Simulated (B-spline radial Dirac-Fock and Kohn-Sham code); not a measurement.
## K-line shifts caused by a second vacancy in Tb⁺

System: terbium as Tb⁺, configuration [Xe] 4f9 6s1.

These are calculated numbers from a B-spline atomic structure program; the model is relaxed Dirac-Fock hole states (ΔSCF) with Breit and QED corrections and a finite nucleus. Each two-hole energy is an average over J within one jj subconfiguration, not an observable level; in light atoms, where LS coupling holds, the j-resolved values are not observed lines, and for a K spectator the Kα1 hypersatellite is nearly forbidden. Correlation energy is missing from these numbers.

Lines without a spectator: Kα2 (K-L2) 43741.9 eV, Kα1 (K-L3) 44479.8 eV, Kβ3 (K-M2) 50226.7 eV, Kβ1 (K-M3) 50381.5 eV. Shifts in eV with one spectator hole (a dash: not computed, or left out as unreliable):

| spectator hole | Kα2 | Kα1 | Kβ3 | Kβ1 |
| --- | --- | --- | --- | --- |
| K (1s) | +813.5 | +859.6 | +1048.2 | +1058.7 |
| L2 (2p1/2) | +98.7 | +129.2 | – | +256.9 |
| L3 (2p3/2) | +83.1 | +87.7 | +207.5 | – |
| M2 (3p1/2) | – | +18.92 | +39.0 | +46.2 |
| M3 (3p3/2) | +11.76 | – | +35.7 | +35.7 |
| M4 (3d3/2) | +3.76 | +0.41 | – | – |
| M5 (3d5/2) | -0.87 | +2.34 | – | – |
